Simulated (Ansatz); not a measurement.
B(CNMe)H3 (C₂H₆BN). Total charge 0; singlet. Geometry relaxed at r2SCAN-D4/def2-SVP.

```xyz
10

B    -0.488    0.373    1.986
C    -0.127    0.098    0.519
N     0.149   -0.111   -0.599
C     0.478   -0.365   -1.944
H    -0.427   -0.641   -2.507
H     1.202   -1.191   -2.005
H     0.921    0.533   -2.400
H     0.556    0.682    2.548
H    -0.964   -0.666    2.425
H    -1.300    1.290    1.976
```

Question: Estimate the harmonic wavenumbers at RKS r2SCAN-D4/def2-SVP (Ansatz, unscaled). Is this a minimum?

Answer: 25i, 144, 144, 343, 343, 675, 794, 794, 1053, 1090, 1091, 1127, 1127, 1128, 1429, 1457, 1457, 2341, 2417, 2495, 2496, 3040, 3147, 3147 cm⁻¹. Yes, no mode is imaginary beyond noise. Zero-point energy 199.0 kJ/mol. Hardware: 4 threads of Arm Neoverse V1 on a shared host. Wall time 37 s.
